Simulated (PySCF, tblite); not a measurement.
Isomers of C5H7N2O (doublet state), one GFN2-xTB conformer each. Single-point energies are computed at B3LYP/pcH-1 (PySCF, gas phase, no added dispersion term), electronic only. GFN2-xTB treats the open shell by occupation alone, and not every SCF solution was tested for stability.

Question: Rank them by B3LYP/pcH-1 energy, lowest first (kcal/mol).
A. `[CH3:1][C:2]([CH3:3])[c:4]1[n:5][cH:6][n:7][o:8]1` (doublet state) with C1–C2–C4–N5 0°
B. `[CH2:1][CH2:2][C@H:3]([C:4]#[N:5])[C:6]([NH2:7])=[O:8]` (doublet state) with H–C1–C2–C3 -78° and 91°, C1–C2–C3–C4 -63°, C2–C3–C6–N7 88°, C3–C6–N7–H 11° and 179°

Answer: B (0.0), A (12.0).

As drawn, the lower has an N–H bond, which the higher lacks; the higher has an N–O linkage, which the lower lacks. GFN2-xTB itself gives, in the same order: 32.8, 0.0. GFN2-xTB puts C[C](C)c1ncno1 lowest instead.

What happens when harmonic zero-point energies from GFN2-xTB frequencies are added?

| SMILES | ZPE (kcal/mol) | electronic (kcal/mol) | with ZPE (kcal/mol) |
| --- | --- | --- | --- |
| [CH2]C[C@H](C#N)C(N)=O | 69.9 | 0.0 | 0.0 |
| C[C](C)c1ncno1 | 71.9 | 12.0 | 14.0 |

The zero-point energies span 2.0 kcal/mol. The order is unchanged.
